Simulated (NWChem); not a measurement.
# SiHCl, singlet; SMILES Cl[SiH]

Results from NWChem. Low-valent species are run as closed-shell singlets; no triplet was tried in these runs. Geometry: optimised at B3LYP/6-31G* (spherical d). Ions are spin-unrestricted doublets at the neutral geometry; other ion states weren't tried. Functional: LC-ωPBE (HJS hole) with def2-SVP; the question gives the range parameter ω in 1/bohr.

Question: Estimate the computed values for range parameter (1/bohr) 0.05. Quantities: vertical ionisation energy, ΔSCF (eV); −ε(HOMO) (eV).

Answer: 
```yaml
vertical ionisation energy, ΔSCF (eV): 9.22
"−ε(HOMO) (eV)": 6.58
```
